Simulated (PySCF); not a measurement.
BH4O4, SMILES O[B-](O)(O)O, charge -1. Geometry: PBE-D3(BJ)/def2-SVPD. Other conformers were not sampled.

Computed with PBE-D3(BJ)/def2-SVPD (PySCF).

Harmonic wavenumbers (cm⁻¹): 157, 199, 278, 278, 337, 390, 460, 460, 490, 707, 820, 820, 944, 959, 1009, 1156, 1156, 3763, 3767, 3767, 3771. Rotational constants (GHz): 4.955, 4.955, 4.456; symmetry number 2.

Question: Work out the zero-point energy and the ideal-gas rigid-rotor harmonic-oscillator thermochemistry at 298.15 K and 1 atm.

Answer: ZPE = ½ Σ hcν = ½ × 25685 cm⁻¹ = 36.72 kcal/mol. H − E(el) = 41.57 kcal/mol. Entropy in cal/(mol K): translation 39.01, rotation 24.11, vibration 13.36, total 76.48. G − E(el) = 18.76 kcal/mol. Cp = 25.92 cal/(mol K).
